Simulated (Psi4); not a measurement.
Psi4 input (wB97X-D/6-311+G**):

```
memory 1500 MB

molecule {
-1 1
C    -1.11056998    0.02553653   -0.04779558
Si    0.64940984   -0.11713465    0.02966460
H    -1.69010245    0.94834355   -0.08800704
H    -1.74251990   -0.86510146   -0.05979506
H     1.00430453    1.40342380    0.01927110
symmetry c1
no_reorient
no_com
}

set {
  basis 6-311+G**
  reference rks
  scf_type pk
  dft_radial_points 99
  dft_spherical_points 590
  e_convergence 1e-8
  d_convergence 1e-7
  maxiter 150
}

e = energy('wb97x-d')
print_out(f'\nFINAL {e:.10f} DIPOLE {variable("CURRENT DIPOLE")[0]:.6f} {variable("CURRENT DIPOLE")[1]:.6f} {variable("CURRENT DIPOLE")[2]:.6f}\n')
```

Output:

```
   => Loading Basis Set <=

    Name: 6-311+G**
    Role: ORBITAL
    Keyword: BASIS
    atoms 1   entry C          line   129 file 6-311pgss.gbs
    atoms 2   entry SI         line   351 file 6-311pgss.gbs
    atoms 3-5 entry H          line    42 file 6-311pgss.gbs

   => WB97X-D: Empirical Dispersion <=

    Chai and Head-Gordon Dispersion Correction
    Chai, J.-D.; Head-Gordon, M. (2010), J. Chem. Phys., 132: 6615-6620

        s6 =       1.000000

         ---------------------------------------------------------
                                   SCF
               by Justin Turney, Rob Parrish, Andy Simmonett
                          and Daniel G. A. Smith
                              RKS Reference
         ---------------------------------------------------------

  ==> Geometry <==

    Molecular point group: c1
    Full point group: C1

    Geometry (in Angstrom), charge = -1, multiplicity = 1:

       Center              X                  Y                   Z               Mass
    ------------   -----------------  -----------------  -----------------  -----------------
         C           -1.110569980000     0.025536530000    -0.047795580000    12.000000000000
         SI           0.649409840000    -0.117134650000     0.029664600000    27.976926534650
         H           -1.690102450000     0.948343550000    -0.088007040000     1.007825032230
         H           -1.742519900000    -0.865101460000    -0.059795060000     1.007825032230
         H            1.004304530000     1.403423800000     0.019271100000     1.007825032230

  Running in c1 symmetry.

  Rotational constants: A =      4.22076  B =      0.50079  C =      0.44768 [cm^-1]
  Rotational constants: A = 126535.23723  B =  15013.41897  C =  13421.01424 [MHz]
  Nuclear repulsion =   43.437470412643236

  Charge       = -1
  Multiplicity = 1
  Electrons    = 24
  Nalpha       = 12
  Nbeta        = 12

  ==> Algorithm <==

  SCF Algorithm Type is PK.
  DIIS enabled.
  MOM disabled.
  Fractional occupation disabled.
  Guess Type is SAD.
  Energy threshold   = 1.00e-08
  Density threshold  = 1.00e-07
  Integral threshold = 1.00e-12

  ==> Primary Basis <==

  Basis Set: 6-311+G**
    Blend: 6-311+G**
    Number of shells: 36
    Number of basis functions: 70
    Number of Cartesian functions: 72
    Spherical Harmonics?: true
    Max angular momentum: 2

  ==> DFT Potential <==

   => LibXC <=

    Version 7.1.2
    S. Lehtola, C. Steigemann, M. J. T. Oliveira, and M. A. L. Marques,  SoftwareX 7, 1–5 (2018) (10.1016/j.softx.2017.11.002)

   => Composite Functional: WB97X-D <=

    wB97X-D Hyb-GGA Exchange-Correlation Functional

    J.-D. Chai and M. Head-Gordon,  Phys. Chem. Chem. Phys. 10, 6615–6620 (2008) (10.1039/B810189B)

    Deriv               =              1
    GGA                 =           TRUE
    Meta                =          FALSE

    Exchange Hybrid     =           TRUE
    MP2 Hybrid          =          FALSE

   => Exchange-Correlation Functionals <=

    1.0000   wB97X-D range-separated functional

   => Exact (HF) Exchange <=

    0.7780            HF,LR [omega = 0.2000]
    0.2220               HF

   => LibXC Density Thresholds  <==

    XC_HYB_GGA_XC_WB97X_D:  1.00E-14

   => Molecular Quadrature <=

    Radial Scheme          =       TREUTLER
    Pruning Scheme         =           NONE
    Nuclear Scheme         =       TREUTLER

    Blocking Scheme        =         OCTREE
    BS radius alpha        =              1
    Pruning alpha          =              1
    Radial Points          =             99
    Spherical Points       =            590
    Total Points           =         282600
    Total Blocks           =           2091
    Max Points             =            256
    Max Functions          =             70
    Weights Tolerance      =       1.00E-15

  ==> Integral Setup <==

  Using in-core PK algorithm.
   Calculation information:
      Number of atoms:                   5
      Number of AO shells:              36
      Number of primitives:             62
      Number of atomic orbitals:        72
      Number of basis functions:        70

      Integral cutoff                 1.00e-12
      Number of threads:                 1

  Performing in-core PK
  Using 9266565 doubles for integral storage.
  We computed 217185 shell quartets total.
  Whereas there are 222111 unique shell quartets.

  Computing range-separated integrals for PK
  We computed 217185 wK shell quartets total.
  Whereas there are 222111 wK unique shell quartets.

  ==> DiskJK: Disk-Based J/K Matrices <==

    J tasked:                  Yes
    K tasked:                  Yes
    wK tasked:                 Yes
    Omega:               2.000E-01
    Schwarz Cutoff:          1E-12


  Cached 100.0% of DFT collocation blocks in 0.479 [GiB].

  Minimum eigenvalue in the overlap matrix is 1.6948995539E-03.
  Reciprocal condition number of the overlap matrix is 2.5673744242E-04.
    Using symmetric orthogonalization.

  ==> Pre-Iterations <==

  SCF Guess: Superposition of Atomic Densities via on-the-fly atomic UHF (no occupation information).

   -------------------------
    Irrep   Nso     Nmo
   -------------------------
     A         70      70
   -------------------------
    Total      70      70
   -------------------------

  ==> Iterations <==

                        Total Energy        Delta E     RMS |[F,P]|

   @RKS iter SAD:  -328.57033596842365   -3.28570e+02   0.00000e+00
   @RKS iter   1:  -329.02718279754276   -4.56847e-01   1.12470e-02 ADIIS/DIIS
   @RKS iter   2:  -328.88138237443258    1.45800e-01   1.19613e-02 ADIIS/DIIS
   @RKS iter   3:  -329.35165779753373   -4.70275e-01   1.45035e-03 ADIIS/DIIS
   @RKS iter   4:  -329.35779785838258   -6.14006e-03   5.05688e-04 ADIIS/DIIS
   @RKS iter   5:  -329.35848390511393   -6.86047e-04   9.72545e-05 DIIS
   @RKS iter   6:  -329.35855877030184   -7.48652e-05   2.66559e-05 DIIS
   @RKS iter   7:  -329.35856721039818   -8.44010e-06   5.88560e-06 DIIS
   @RKS iter   8:  -329.35856790893467   -6.98536e-07   1.71056e-06 DIIS
   @RKS iter   9:  -329.35856795461632   -4.56816e-08   5.44059e-07 DIIS
   @RKS iter  10:  -329.35856796113166   -6.51534e-09   1.43144e-07 DIIS
   @RKS iter  11:  -329.35856796149574   -3.64082e-10   2.81893e-08 DIIS
  Energy and wave function converged.

  ==> Post-Iterations <==

   Electrons on quadrature grid:
      Ntotal   =   24.0000004109 ; deviation = 4.109e-07

    Orbital Energies [Eh]
    ---------------------

    Doubly Occupied:

       1A    -66.012282     2A    -10.059969     3A     -5.145565
       4A     -3.492086     5A     -3.489467     6A     -3.485865
       7A     -0.549834     8A     -0.345035     9A     -0.290142
      10A     -0.190169    11A     -0.089675    12A     -0.082539

    Virtual:

      13A      0.189044    14A      0.192136    15A      0.203855
      16A      0.213874    17A      0.238877    18A      0.250351
      19A      0.262587    20A      0.310299    21A      0.316919
      22A      0.347176    23A      0.383755    24A      0.412482
      25A      0.427994    26A      0.520545    27A      0.533025
      28A      0.584774    29A      0.637237    30A      0.689012
      31A      0.705942    32A      0.769895    33A      0.851815
      34A      0.869195    35A      0.887853    36A      0.911362
      37A      0.943158    38A      1.054323    39A      1.082429
      40A      1.099204    41A      1.236148    42A      1.363326
      43A      1.525480    44A      1.536133    45A      1.557578
      46A      1.662901    47A      1.713757    48A      1.760495
      49A      1.770828    50A      1.836903    51A      2.020767
      52A      2.043195    53A      2.145636    54A      2.221722
      55A      2.266071    56A      2.494413    57A      2.774088
      58A      2.781344    59A      2.815630    60A      2.929266
      61A      2.978708    62A      3.094011    63A      3.613116
      64A      4.020097    65A      5.873468    66A     11.657970
      67A     11.723655    68A     11.851404    69A     24.147027
      70A    141.369291

    Final Occupation by Irrep:
              A
    DOCC [    12 ]
    NA   [    12 ]
    NB   [    12 ]

  @RKS Final Energy:  -329.35856796149574

   => Energetics <=

    Nuclear Repulsion Energy =             43.4374704126432363
    One-Electron Energy =                -545.7122230444629167
    Two-Electron Energy =                 192.5348588231040878
    DFT Exchange-Correlation Energy =     -19.6180853280889806
    Empirical Dispersion Energy =          -0.0005888246912058
    VV10 Nonlocal Energy =                  0.0000000000000000
    Total Energy =                       -329.3585679614957371

Computation Completed

Properties will be evaluated at   0.000000,   0.000000,   0.000000 [a0]

Properties computed using the SCF density matrix

 Multipole Moments:

 ------------------------------------------------------------------------------------
     Multipole            Electronic (a.u.)      Nuclear  (a.u.)        Total (a.u.)
 ------------------------------------------------------------------------------------

 L = 1.  Multiply by 2.5417464519 to convert [e a0] to [Debye]
 Dipole X            :         -0.5206626            0.0000001           -0.5206624
 Dipole Y            :          0.2489453           -0.0000001            0.2489453
 Dipole Z            :         -0.0263863           -0.0000002           -0.0263865
 Magnitude           :                                                    0.5777191

 ------------------------------------------------------------------------------------

FINAL -329.3585679615 DIPOLE -0.520662 0.248945 -0.026386

*** Psi4 exiting successfully. Buy a developer a beer!
```

The dipole moment of an ion depends on the origin.
